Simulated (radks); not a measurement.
Values are calculated unless marked as measured or tabulated.
How relativity changes the ionisation of the neon ion Ne3+ ([He] 2s2 2p3) to Ne4+ ([He] 2s2 2p2). Spin-unpolarised spherical Kohn-Sham, PBE, point nucleus unless stated (finite: rms radius 3.0055 fm), a radial shooting solver on a logarithmic mesh with Libxc functionals. A level marked "c x" has the speed of light scaled by that factor and shares open shells by 2j + 1; other Dirac levels either fill j = l - 1/2 first or share by 2j + 1.

| level | E(Ne3+) (hartree) | E(Ne4+) (hartree) | IE (eV) | HOMO | <r> HOMO (bohr) |
|---|---|---|---|---|---|
| non-rel. | -123.97110 | -120.49371 | 94.625 | 2p | 0.7548 |
| scalar-rel. | -124.11944 | -120.64190 | 94.629 | 2p | 0.7545 |
| scalar-rel., finite nucleus | -124.11939 | -120.64186 | 94.629 | 2p | 0.7545 |
| Dirac, 2j+1 shares | -124.11946 | -120.64192 | 94.629 | 2p3/2 | 0.7549 |
| Dirac, low j first | -124.12514 | -120.65053 | 94.549 | 2p3/2 | 0.7551 |
| Dirac, 2j+1 shares, finite nucleus | -124.11941 | -120.64187 | 94.629 | 2p3/2 | 0.7549 |
| Dirac, c x 0.75 | -124.23539 | -120.75773 | 94.632 | 2p3/2 | 0.7550 |
| Dirac, c x 3 | -123.98754 | -120.51014 | 94.625 | 2p3/2 | 0.7548 |
| Dirac, c x 10 | -123.97258 | -120.49518 | 94.625 | 2p3/2 | 0.7548 |

NIST Atomic Spectra Database: 97.190 eV (semi-empirical). The relativistic part of the total energy of Ne3+ is -0.1483 hartree (Dirac, 2j+1 shares, finite nucleus), 0.12 % of the non-relativistic value. Spin polarisation and multiplet splitting of open shells are left out at every level.

Beside tabulated values, note that spin-unpolarised runs miss the spin-polarisation part of the exchange energy of open shells.
